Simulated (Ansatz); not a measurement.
Ta₃Se₁₂. Total charge 0; doublet. Geometry PBE-D4/def2-SVP, basis def2-SVP, Ansatz.

Cartesian coordinates in Å:
```
Ta 1.3314 1.1865 -0.9565
Ta 0.0147 -1.9873 -1.2055
Ta -0.8873 0.1488 1.7664
Se 3.3131 0.6999 0.3917
Se 1.6988 3.1669 -2.1142
Se 1.4969 -0.9958 0.9396
Se 0.1579 2.6715 1.0302
Se 1.5169 -0.5952 -2.7169
Se -1.5803 0.7901 -1.4638
Se -1.0275 -2.3157 1.1503
Se -2.9182 1.0136 0.5314
Se 0.3158 -4.1522 -1.9316
Se -2.1447 -1.3823 -2.3255
Se -2.0267 0.0152 3.8147
Se 0.7393 1.7363 3.0898
```

```json
{"run": "A", "HOMO (eV)": "-5.81", "LUMO (eV)": "-5.43"}
{"run": "B", "HOMO (eV)": "-6.61", "LUMO (eV)": "-5.14"}
{"run": "C", "HOMO (eV)": "-6.92", "LUMO (eV)": "-5.11"}
{"run": "D", "HOMO (eV)": "-6.21", "LUMO (eV)": "-5.63"}
{"run": "E", "HOMO (eV)": "-6.60", "LUMO (eV)": "-5.47"}
{"run": "F", "HOMO (eV)": "-7.16", "LUMO (eV)": "-5.18"}
```

In the def2 sets Ta takes a core potential; there is no spin–orbit coupling. B3LYP takes the VWN-RPA correlation. Single mean-field runs in def2-SVP are fitted with def2-universal-jkfit.

HOMO and LUMO are taken over both spins.

Question: The runs used B3LYP, PBE, PBE0, r2SCAN, r2SCAN0, r2SCANh. Estimate which is which.

Answer: A PBE (0 % exact exchange); B B3LYP (20 % exact exchange); C PBE0 (25 % exact exchange); D r2SCAN (0 % exact exchange); E r2SCANh (10 % exact exchange); F r2SCAN0 (25 % exact exchange). Exact exchange lowers occupied and raises empty levels; among semilocal functionals meta-GGAs tend to open the gap a little, and such runs are hard to tell apart. The gap grows from 0.38 eV (PBE) to 1.97 eV (r2SCAN0).
